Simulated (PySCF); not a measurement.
1-chloroethenyl(methyl)silane (C3H7ClSi), SMILES C=C(Cl)[SiH2]C. Heavy atoms are numbered as in [CH2:1]=[C:2]([Cl:3])[SiH2:4][CH3:5]. Hydrogens are named by the atom that carries them.

Coordinates come from a B3LYP-D3(BJ)/def2-SVP optimisation. Other conformers were not sampled.

Computed with PBE/def2-TZVP (PySCF).

Atomic charges (e), one atom of each kind:

| atom | Mulliken | IAO |
|---|---|---|
| C1 (CH2) | -0.29 | -0.31 |
| C2 | 0.05 | (withheld) |
| Cl3 | -0.12 | (withheld) |
| Si4 (SiH2) | 0.20 | 0.75 |
| C5 (CH3) | -0.47 | -0.73 |
| H on C1 | 0.14 | (withheld) |
| H on Si4 | -0.03 | (withheld) |
| H on C5 | 0.14 | 0.16 |

Question: Complete the blanks. (The exact figures need the calculation; the answer reports its results.)

Answer: 
- C2, IAO: -0.26
- Cl3, IAO: -0.04
- H on C1, IAO: 0.17
- H on Si4, IAO: -0.12

Question: Give the Mayer and Wiberg (Löwdin basis) orders of the bonds. (Estimate from the structure and the level; the computed values follow.)

Answer: 
```json
[
 {"bond": "C1–C2", "Mayer": "1.86", "Wiberg": "2.17"},
 {"bond": "C2–Cl3", "Mayer": "1.01", "Wiberg": "1.62"},
 {"bond": "C2–Si4", "Mayer": "0.94", "Wiberg": "1.08"},
 {"bond": "Si4–C5", "Mayer": "1.02", "Wiberg": "1.24"}
]
```
